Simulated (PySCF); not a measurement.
# Static response to an electric field

Species: C5H12SSi.
Cartesian coordinates in Å at the GFN2-xTB level; atoms count from 1:
```xyz
19
C5H12SSi angstrom
C      1.8725   -1.3063    0.5662
C      1.1439    0.0263    0.5764
S      2.3324    1.3978    0.2330
C     -0.0137    0.0596   -0.3949
C     -0.8533    1.3550   -0.3839
C     -2.2743    0.7557   -0.3445
Si    -1.5773   -0.9841    0.0149
H      2.7166   -1.2893    1.2520
H      1.1901   -2.1003    0.8659
H      2.2433   -1.5298   -0.4331
H      0.7977    0.2552    1.5879
H      2.6101    1.0225   -1.0142
H      0.3717   -0.1394   -1.3993
H     -0.6740    1.9974   -1.2451
H     -0.6440    1.9359    0.5138
H     -2.7786    0.8443   -1.3049
H     -2.9204    1.2117    0.4019
H     -1.8892   -2.0753   -0.9061
H     -1.6631   -1.4278    1.4064
```

Level: B3LYP/def2-SVPD (PySCF), static field, nuclei fixed, core orbitals frozen in the response. The polarisability tensor in these axes (au):

```
x   121.47   9.06   2.88
y     9.06 112.14  -4.25
z     2.88  -4.25  88.96
```

Task: Give the principal values, the mean and the anisotropy Δα = √{½[(α1 − α2)² + (α2 − α3)² + (α1 − α3)²]}.

Result: Principal values 87.57, 108.00 and 126.99 au; mean 107.52 au = 15.93 Å³ = 17.73 × 10⁻⁴⁰ C²·m²/J; Δα = 34.15 au (32 % of the mean).

Task: What is the dipole moment, and where does it point?

Result: (-1.14, -1.18, -0.50) D, 1.71 D in size, pointing from the negative to the positive side. Measured along this direction, the outermost atoms are S3 at the negative end and H18 at the positive end.

Task: What are the principal values of the traceless quadrupole moment, Θ = ½Σq(3rr − r²1), about the centre of nuclear charge?

Result: -8.12, 1.40, 6.72 D·Å. The values depend on the origin, since the dipole doesn't vanish. The electronic extent ⟨r²⟩ about the same centre is 1365 bohr², a root-mean-square distance of 2.30 Å for the 72 electrons.

Task: How large is μ²/3kT at 400 K beside α?

Result: In Gaussian units μ²/3kT = 17.75 Å³ against 15.93 Å³, a ratio of 1.11; the Debye molar polarisation (4π/3)N_A(α + μ²/3kT) is 85.0 cm³/mol, leaving out the vibrational part.

Task: Along which axes do the principal values lie, and how far do the nuclei extend along each?

Result: Largest value along (0.85, 0.52, 0.01), where the nuclei span 5.45 Å; middle along (-0.50, 0.83, -0.26), 5.17 Å; least along (-0.14, 0.22, 0.97), 2.91 Å. The response follows the extents in order.

Task: What would n − 1 = 2πNα be for an ideal gas of these molecules at 400 K and 1 atm, electronic part alone?

Result: N = p/kT = 1.8347 × 10¹⁹ cm⁻³, so n − 1 = 2π × N × 15.93 × 10⁻²⁴ cm³ = 1837 × 10⁻⁶ at long wavelengths, for an ideal gas.

Task: Rayleigh depolarisation ratio (linearly polarised light, static tensor)?

Result: ρ = 3Δα²/(45ᾱ² + 4Δα²) = 3497.7/(520241 + 4663.6) = 0.00666.

Geometry: GFN2-xTB, one conformer, isolated molecule.
